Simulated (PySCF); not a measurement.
First SCF of a structure search on quintet [RhO2]+, at a hand-made end-on geometry. PySCF input:

```python
from pyscf import gto, scf, dft
mol = gto.M(atom='''
Rh     0.000000     0.000000     0.000000
O      0.000000     0.000000     1.936400
O      1.252800     0.000000     2.656400''',
    basis={'Rh': 'def2-TZVP', 'O': 'def2-TZVP'},
    ecp={'Rh': 'def2-TZVP'},
    charge=1, spin=4)
mf = dft.UKS(mol, xc='PBE0')
mf.grids.atom_grid = (50, 194)
aux = {'Rh': 'def2-universal-JKFIT', 'O': 'def2-universal-JKFIT'}
mf = mf.density_fit(auxbasis=aux)
mf.conv_tol = 1e-08
mf.diis_space = 10
mf.max_cycle = 60
mf.init_guess = 'minao'
mf.verbose = 4
mf.kernel()
```

Excerpt of the output (cycles alone):

```
init E= -252.182317921533
cycle= 1 E= -258.210637759655  delta_E= -6.03  |g|= 2.12  |ddm|= 3.03
cycle= 2 E= -236.894576713624  delta_E= 21.3  |g|= 5.13  |ddm|= 5.24
cycle= 3 E= -260.031722170262  delta_E= -23.1  |g|= 0.64  |ddm|= 4.99
cycle= 4 E= -257.862263808063  delta_E= 2.17  |g|= 2.27  |ddm|= 1.54
cycle= 5 E= -259.024132410886  delta_E= -1.16  |g|= 1.55  |ddm|= 0.506
cycle= 6 E= -259.757667533916  delta_E= -0.734  |g|= 1.03  |ddm|= 0.44
cycle= 7 E= -259.887015455247  delta_E= -0.129  |g|= 0.912  |ddm|= 0.112
cycle= 8 E= -259.988038083899  delta_E= -0.101  |g|= 0.824  |ddm|= 0.121
cycle= 9 E= -260.224784825833  delta_E= -0.237  |g|= 0.508  |ddm|= 0.33
cycle= 10 E= -260.289071103119  delta_E= -0.0643  |g|= 0.405  |ddm|= 0.321
cycle= 11 E= -260.341206177666  delta_E= -0.0521  |g|= 0.272  |ddm|= 0.205
cycle= 12 E= -260.386932733997  delta_E= -0.0457  |g|= 0.0372  |ddm|= 0.324
cycle= 13 E= -260.388648977585  delta_E= -0.00172  |g|= 0.0168  |ddm|= 0.0686
... 25 lines left out ...
cycle= 39 E= -260.391198269016  delta_E= -1.51e-06  |g|= 0.000392  |ddm|= 0.0046
cycle= 40 E= -260.391200147532  delta_E= -1.88e-06  |g|= 0.000276  |ddm|= 0.0157
cycle= 41 E= -260.391200607584  delta_E= -4.6e-07  |g|= 0.000105  |ddm|= 0.00531
cycle= 42 E= -260.391200925396  delta_E= -3.18e-07  |g|= 4.98e-05  |ddm|= 0.00495
cycle= 43 E= -260.391201127244  delta_E= -2.02e-07  |g|= 9.5e-05  |ddm|= 0.00419
cycle= 44 E= -260.391201384241  delta_E= -2.57e-07  |g|= 3.81e-05  |ddm|= 0.00816
cycle= 45 E= -260.391201455213  delta_E= -7.1e-08  |g|= 2.9e-05  |ddm|= 0.00648
cycle= 46 E= -260.391201456941  delta_E= -1.73e-09  |g|= 1e-05  |ddm|= 0.00159
Extra cycle  E= -260.391201456689  delta_E= 2.52e-10  |g|= 2.86e-05  |ddm|= 3.07e-05
converged SCF energy = -260.391201456689  <S^2> = 6.0148485  2S+1 = 5.0059359
```

This is not the lowest solution: another start and a stability analysis within the same unrestricted form found one 16.0 kJ/mol lower, at -260.39731 Eh.

Open d and f shells are described by one determinant, and the ground state may have another occupation or spin.

The search for the lowest solution, 3 starts and the stability check together, took 18 s on 2 threads of a shared Arm Neoverse V2 host, with 102 basis functions; the process peaked at 0.46 GiB.
